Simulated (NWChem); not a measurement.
# CH4ClNSi2; SMILES Cl[Si@H]1C=N[SiH2]1

```xyz
9

Cl    -0.2216    -2.2585    -0.3181
Si     0.1128    -0.4267     0.6013
C      1.4496     0.7455    -0.1201
N      0.8947     1.8842    -0.3404
Si    -0.8692     1.5926    -0.0651
H      0.3090    -0.7112     2.0565
H      2.5347     0.6098    -0.2926
H     -1.4965     2.5505     0.8933
H     -1.6191     1.6226    -1.3539
```
Atoms are numbered in this order, from 1.

Computed with NWChem. All runs use the structure optimised with PBE0/def2-SVP. Level: B3LYP/def2-SVP with SMD (1 M gas to 1 M solution), gas-phase geometry. Reactions with the solvent are ignored.

```csv
solvent,dielectric constant,solvation free energy (kcal/mol),cavity-dispersion-structure term (kcal/mol),dipole in solution (D)
water,78.4,0.0,3.5,1.34
n-hexane,1.88,-2.3,-0.8,1.13
diethyl ether,4.24,-3.3,-0.7,1.24
1-octanol,9.86,-2.5,0.6,1.30
chlorobenzene,5.70,-3.1,-0.3,1.27
anisole,4.22,-2.5,0.1,1.24
```
